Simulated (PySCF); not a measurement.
PySCF input file for Al(Me)2(F) anion (C2H6AlF), SMILES [CH3][Al]([CH3])[F] (connectivity only; charge and spin as stated), charge -1, multiplicity 2, B3LYP/pcH-1. Geometry optimised at r2SCAN-D4/def2-SVPD. The multiplicity is an assumed one; no other spin state was optimised. The isomer is the one that the SMILES or the coordinates give; other isomers of the formula were not compared.

```python
import numpy as np
from pyscf import gto, scf, dft
from pyscf.prop.hfc import uks as hfc
from pyscf.prop.gtensor import uks as gtensor

mol = gto.M(
    atom='''
    Al    0.46875157    0.09897266   -0.00000000
    C    -0.16601110   -0.85517154    1.65736459
    H     0.21267094   -1.89182220    1.72351468
    H    -1.27434447   -0.91751892    1.64787422
    H     0.11722568   -0.34760993    2.59620196
    C    -0.16601110   -0.85517154   -1.65736459
    H     0.11722567   -0.34760993   -2.59620196
    H    -1.27434447   -0.91751892   -1.64787423
    H     0.21267094   -1.89182219   -1.72351468
    F    -0.24586017    1.69881289    0.00000000
    ''',
    basis='pcH-1',
    charge=-1,
    spin=1,
    max_memory=1600,
    verbose=3,
)
mf = dft.UKS(mol, xc='b3lyp').density_fit(auxbasis='def2-universal-jkfit')
mf.grids.level = 3
mf.conv_tol = 1e-10
mf.max_cycle = 100
mf.kernel()
fine, coarse = mf.grids, dft.Grids(mol).set(level=1).build(with_non0tab=True)
for _ in range(3):  # follow internal instabilities
    mf.grids = coarse
    mo, _, stable, _ = mf.stability(return_status=True, nroots=4)
    mf.grids = fine
    if stable:
        break
    mf.kernel(mf.make_rdm1(mo, mf.mo_occ))
A = hfc.HFC(mf).make_fcdip(mf.make_rdm1())  # Fermi contact and dipolar terms, MHz
print('atom   A(iso)/MHz   principal dipolar parts/MHz')
for i, a in enumerate(A):
    w = np.linalg.eigvalsh((a + a.T) / 2)
    print(f'{mol.atom_symbol(i):2s}{i + 1:3d} {w.mean():12.2f}', (w - w.mean()).round(2))
gt = gtensor.GTensor(mf)
gt.dia_soc2e, gt.para_soc2e, gt.so_eff_charge = None, None, True
gt.max_cycle_cphf = 60
g = gt.kernel()
```

It prints:

```

WARN: HOMO -0.120367058332164 >= LUMO -0.120367058332157

converged SCF energy = -422.220090517241  <S^2> = 0.75068962  2S+1 = 2.0006895
<class 'pyscf.df.df_jk.DFUKS'> wavefunction is stable in the internal stability analysis
atom   A(iso)/MHz   principal dipolar parts/MHz
Al  1       505.76 [-45.67 -45.5   91.16]
C   2        88.38 [-4.28 -3.71  7.99]
H   3        -3.00 [-3.84 -2.05  5.89]
H   4        26.30 [-3.11 -1.29  4.4 ]
H   5        -1.01 [-3.98 -2.16  6.14]
C   6        88.38 [-4.28 -3.71  7.99]
H   7        -1.01 [-3.98 -2.16  6.14]
H   8        26.30 [-3.11 -1.29  4.4 ]
H   9        -3.00 [-3.84 -2.05  5.89]
F  10       182.26 [-86.22 -79.26 165.48]
SOC(1e)/OZ [-0.00010562 -0.00036308 -0.00119204]
free electron g 2.00231930436182
g-tensor total [2.00216279 2.00195243 2.00111969]
g-shift (ppt) [-0.1565189  -0.36687126 -1.19961464]
```

The run converged.
